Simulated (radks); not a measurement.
Values are calculated unless marked as measured or tabulated.
Ge+, 31 electrons, occupied as [Ar] 3d9.5 4s2 4p1 4d0.5 (fractional occupations, a model configuration).

Code: a radial shooting solver on a logarithmic mesh with Libxc functionals. Model: Dirac Kohn-Sham, PBEsol, spin-unpolarised, spherical densities, point nucleus; open shells fill j = l - 1/2 first.

Energy parts (eV):
total: -57046.595
kinetic: 58252.716
electron-nucleus: -137238.160
Hartree: 24046.088
exchange-correlation: -2107.239

Orbitals (lengths in bohr, moments of r in powers of bohr):
orbital,occ.,eigenvalue (eV),<r^2>
1s1/2,2,-10966.07,0.002976
2s1/2,2,-1387.820,0.05204
2p1/2,2,-1236.700,0.04038
2p3/2,4,-1204.873,0.04187
3s1/2,2,-184.7850,0.4468
3p1/2,2,-134.9149,0.4769
3p3/2,4,-130.5914,0.4927
3d3/2,4,-45.9188,0.6470
3d5/2,5.5,-45.3127,0.6558
4s1/2,2,-22.9355,4.329
4p1/2,1,-13.7968,6.456
4p3/2,0,-13.5017,6.648
4d3/2,0.5,-3.9599,26.52
4d5/2,0,-3.9485,26.69

The highest occupied level is 4d3/2 at -3.960 eV. The configuration is held as typed, so some empty levels lie below it. The density falls to 0.001 e/bohr^3 at r = 4.12 bohr.
